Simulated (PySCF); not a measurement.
# In²⁺: ionisation energy

In²⁺ [Kr] 4d10 5s1 (2S) → In³⁺ [Kr] 4d10 (1S), as a difference of total energies. Computed with PySCF 2.14 in x2c-TZVPPall with one added diffuse shell each of s, p, d, f type (9s7p5d3f, 76 functions), with scalar relativity by spin-free X2C-1e. Correlated levels: valence and next inner shell: [Ar] 3d10 frozen. The calculations carry no spin-orbit coupling.

```tsv
method	ionisation energy (eV)	error (eV)
UHF	26.661	-1.383
MP2 (valence and next inner shell)	27.923	-0.121
SCS-MP2 (valence and next inner shell)	27.718	-0.326
CCSD (valence and next inner shell)	27.811	-0.233
CCSD(T) (valence and next inner shell)	27.849	-0.195
```

Reference: 28.044 eV (measured; NIST Atomic Spectra Database, ionization energies).

Errors of the correlated levels include the incompleteness of this basis and the frozen core.
